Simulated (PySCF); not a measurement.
PySCF input file for H4S2Si, SMILES S[SiH2]S, IEF-PCM-M06-2X/def2-SVP. Geometry optimised at B3LYP-D3(BJ)/def2-TZVP. One conformer was computed; it need not be the lowest.

```python
import numpy as np
from pyscf import gto, scf, dft
from pyscf.solvent import pcm

mol = gto.M(
    atom='''
    Si   -0.00000000   -0.00000000   -0.78862676
    S    -1.79555414   -0.05207400    0.37966036
    S     1.79555414    0.05207400    0.37966036
    H    -0.10063181   -1.21262236   -1.62536254
    H     0.10063182    1.21262235   -1.62536255
    H    -1.51669974    1.06682644    1.07118416
    H     1.51669974   -1.06682644    1.07118417
    ''',
    basis='def2-SVP',
    charge=0,
    spin=0,
    max_memory=1600,
    verbose=3,
)
mf = dft.RKS(mol, xc='m06-2x').density_fit(auxbasis='def2-universal-jkfit')
mf.grids.level = 4
mf.conv_tol = 1e-9
mf.max_cycle = 100
mf.kernel()
res = {}
for name, eps in {'water': 78.355, '1-octanol': 9.8629, 'ethylethanoate': 5.9867}.items():
    s = mf.PCM()
    s.with_solvent.method, s.with_solvent.eps, s.with_solvent.lebedev_order = 'IEF-PCM', eps, 29
    s.kernel(mf.make_rdm1())
    res[name] = (s.e_tot, eps, s.dip_moment(), s.mo_energy, s.converged)
    print(f'{name}: electrostatic solvation free energy {(s.e_tot - mf.e_tot) * 627.509474:.3f} kcal/mol')
```

Program output:

```
converged SCF energy = -1087.93495984572

WARN: PCM is an experimental feature. It is still in testing.
Features and APIs may be changed in the future.

converged SCF energy = -1087.94071005238
Dipole moment(X, Y, Z, Debye): -0.00000,  0.00000,  0.21331
water: electrostatic solvation free energy -3.608 kcal/mol

WARN: PCM is an experimental feature. It is still in testing.
Features and APIs may be changed in the future.

converged SCF energy = -1087.93988780704
Dipole moment(X, Y, Z, Debye): -0.00000,  0.00000,  0.19486
1-octanol: electrostatic solvation free energy -3.092 kcal/mol

WARN: PCM is an experimental feature. It is still in testing.
Features and APIs may be changed in the future.

converged SCF energy = -1087.93933920408
Dipole moment(X, Y, Z, Debye): -0.00000,  0.00000,  0.18399
ethylethanoate: electrostatic solvation free energy -2.748 kcal/mol
```

Self-consistency was reached.

Cost: around 50 core-seconds (rough).
